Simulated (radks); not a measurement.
The numbers below are computed, except where a source is named.
Q: These are the eigenvalues of the occupied orbitals of an atom or ion with whole-number occupations (hartree). Level of theory: Dirac Kohn-Sham, BLYP, spin-unpolarised, spherical densities, finite nucleus; Fermi nuclear charge, rms radius of each element as measured or else 0.836 A^(1/3) + 0.57 fm (a radial shooting solver on a logarithmic mesh with Libxc functionals).

1s1/2: -115.2393
2s1/2: -11.42007
2p1/2: -9.01789
2p3/2: -8.93555
3s1/2: -1.34190
3p1/2: -0.81233
3p3/2: -0.80495

Which element is it, and in what charge state? The configuration may be excited. Open shells, if any, are shared by 2j + 1.

A: Z = 18, argon, charge +1: Ar+ in [Ne] 3s2 3p5. The list shows which subshells hold electrons but not how many an open one holds; the 1s level, -115.24 hartree, gives Z - s = 15.2 by -(Z - s)^2/2, which with screening and relativity narrows Z to a few neighbours, and the depths of the outer levels then fix element, charge and occupations together.
